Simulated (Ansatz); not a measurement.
The O3–H4 bond of CdFHO (SMILES [OH][Cd][F]) is stretched (multiplicity 1, the rest rigid).
Geometry at rest (charge 0, multiplicity 1):
```xyz
4

Cd     0.009     0.006    -0.001
F      1.255     0.921    -1.175
O     -1.318    -0.967     1.077
H     -1.166    -0.852     2.022
```

Correlated levels freeze the cores.

Run with Ansatz (Gaussian orbitals). Each number belongs to the level named beside it. In def2 rows elements past Kr take small-core potentials, without spin–orbit coupling.

Energies above the point at 0.964 Å (the B3LYP-D3(BJ) bond length), FIC-MRCISD+Q on CASSCF(4,3)/def2-TZVPP (kcal/mol): 6.07 at 0.867 Å; 5.19 at 1.060 Å; 118.60 at 3.084 Å.

Task: Take the last value as the depth D of a Morse curve D(1 − e^(−a(R − R₀)))², fit a and R₀ to the two near points, and test it at 1.301 and 1.686 Å.

Result: 
With D = 118.6, both near points (counted from the curve's value at 0.964 Å) are met by a = 2.29 Å⁻¹ and R₀ = 0.957 Å, so k = 2Da² = 1240 kcal/(mol Å²). The curve then gives 35.2 and 78.1 kcal/mol; the level itself gives 35.6 and 81.9, so Morse is off by -0.4 and -3.8.

Doubts at one or more of the structures used: active orbitals that take no part (FIC-MRCISD+Q on CASSCF(4,3)/def2-TZVPP).

Ansatz is a quantum-chemistry and plane-wave program.
